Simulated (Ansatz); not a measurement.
`Cl[CH2][AlH][SeH]` + `CC[SiH3]` → `CC[SiH2][SeH]` + `[AlH2][CH2]Cl`  (formal exchange of groups at the Se–Al bond)

Computed with Ansatz on PBE0-D4/def2-TZVP structures; ΔE is electronic, products minus reactants. CBS: MP2 limit from def2 TZ/QZ plus the TZ coupled-cluster correction, frozen cores. DFT in def2-TZVPP. B3LYP here is the variant with VWN-RPA as its local correlation; programs differ in this. For Se outer-core shells are correlated without core-valence functions, which leaves a few kJ/mol of doubt a bond. Scalar relativity is left out up to krypton. One conformer a species, not always the lowest.

Problem. Is it downhill or uphill in electronic energy at CCSD(T)/CBS, and by how much? (An estimate is asked.)

Solution. Computed: Uphill: ΔE = +16.5 kcal/mol.

Problem. What do these levels give: B3LYP-D4, ωB97X-V, ωB97M-V, B2PLYP, PBE0, HF/def2-TZVPP, MP2/def2-TZVPP, CCSD/def2-TZVPP, MP2/def2-QZVPP, HF/CBS(def2), MP2/CBS(def2), CCSD/CBS(def2)? (Best estimate.)

Solution. Computed: B3LYP-D4 16.3, ωB97X-V 15.7, ωB97M-V 16.0, B2PLYP 16.7, PBE0 16.5, HF/def2-TZVPP 16.1, MP2/def2-TZVPP 16.7, CCSD/def2-TZVPP 16.6, MP2/def2-QZVPP 16.5, HF/CBS(def2) 15.9, MP2/CBS(def2) 16.5, CCSD/CBS(def2) 16.3 kcal/mol.

Largest T1 diagnostic among the species: 0.010.
